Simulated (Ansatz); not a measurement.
C2H8AlNO, relaxed with RKS PBE0-D4/def2-TZVP in Ansatz 0.2.0 from a PBE-D4/def2-SVP geometry. The force threshold is 0.005 eV/Å; the program also tests the step.

The species carries charge 0 and has multiplicity 1. The bonds changed during the relaxation, so this is another structure than the one it started from.

Start:

```xyz
13

C    -0.136    1.389   -1.036
C    -0.138    0.486    0.139
N    -0.836    0.824    1.190
O     0.353   -2.298   -1.033
Al    0.867   -1.337    0.348
H    -0.468    0.795   -1.916
H    -0.755    2.309   -0.943
H     0.916    1.662   -1.267
H    -0.829    0.161    1.986
H    -1.385    1.695    1.277
H    -0.202   -3.081   -0.895
H     0.182   -1.689    1.811
H     2.431   -0.916    0.338
```

```json
{"step": "1", "energy (eV)": "-12331.9138", "largest force (eV/Å)": "0.710", "largest move (Å)": "0.000"}
{"step": "2", "energy (eV)": "-12331.9637", "largest force (eV/Å)": "0.297", "largest move (Å)": "0.056"}
{"step": "3", "energy (eV)": "-12331.9663", "largest force (eV/Å)": "0.120", "largest move (Å)": "0.055"}
{"step": "4", "energy (eV)": "-12331.9704", "largest force (eV/Å)": "0.100", "largest move (Å)": "0.039"}
{"step": "5", "energy (eV)": "-12331.9706", "largest force (eV/Å)": "0.082", "largest move (Å)": "0.018"}
{"step": "6", "energy (eV)": "-12331.9709", "largest force (eV/Å)": "0.025", "largest move (Å)": "0.007"}
{"step": "7", "energy (eV)": "-12331.9710", "largest force (eV/Å)": "0.013", "largest move (Å)": "0.006"}
{"step": "8", "energy (eV)": "-12331.9711", "largest force (eV/Å)": "0.017", "largest move (Å)": "0.004"}
{"step": "9", "energy (eV)": "-12331.9711", "largest force (eV/Å)": "0.022", "largest move (Å)": "0.013"}
{"step": "10", "energy (eV)": "-12331.9712", "largest force (eV/Å)": "0.025", "largest move (Å)": "0.009"}
{"step": "11", "energy (eV)": "-12331.9712", "largest force (eV/Å)": "0.012", "largest move (Å)": "0.006"}
{"step": "12", "energy (eV)": "-12331.9712", "largest force (eV/Å)": "0.009", "largest move (Å)": "0.002"}
{"step": "13", "energy (eV)": "-12331.9712", "largest force (eV/Å)": "0.005", "largest move (Å)": "0.001"}
{"step": "14", "energy (eV)": "-12331.9712", "largest force (eV/Å)": "0.005", "largest move (Å)": "0.000"}
```

End:

```xyz
13

C    -0.138    1.373   -1.027
C    -0.134    0.471    0.138
N    -0.831    0.816    1.169
O     0.377   -2.302   -1.004
Al    0.883   -1.339    0.346
H    -0.457    0.795   -1.900
H    -0.763    2.267   -0.921
H     0.895    1.667   -1.240
H    -0.842    0.185    1.966
H    -1.369    1.676    1.228
H    -0.268   -2.996   -0.889
H     0.219   -1.708    1.793
H     2.428   -0.905    0.342
```

Hardware: 4 threads of an AMD EPYC 9R14 on a shared host. Wall time 34 s, peak host memory 0.58 GiB.
